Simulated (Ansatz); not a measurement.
Frontier orbitals of `C=NB(F)Br`.

```xyz
7

C     0.0703   -0.3420    1.2954
N    -0.2349    0.1798    0.2099
B    -0.2252    0.2773   -1.1636
F    -1.2138   -0.2074   -1.9004
Br    1.1867    1.2483   -2.0447
H    -0.2420    0.1087    2.2423
H     0.6589   -1.2648    1.3611
```

Charge 0, multiplicity 1. Correlated methods include outer-core shells of Br, which these sets cover unevenly. Scalar relativity is left out up to krypton. The structure was optimised at the PBE0-D4/def2-TZVP level. It is one conformer, not always the lowest. Basis def2-TZVPP, Ansatz 0.2.0.

```tsv
functional	HOMO (eV)	LUMO (eV)	gap (eV)
PBE	-6.53	-2.77	3.76
revPBE	-6.47	-2.67	3.80
PBE0	-7.86	-1.67	6.19
r2SCAN0	-8.05	-1.55	6.50
ωB97M-V	-10.09	0.58	10.67
```

From PBE to PBE0 the HOMO moves by −1.33 eV and the LUMO by +1.09 eV, and with ωB97M-V by −3.57 and +3.35 eV, so the gap grows from 3.76 to 10.67 eV with exact exchange. A positive LUMO is unbound and depends on the basis.
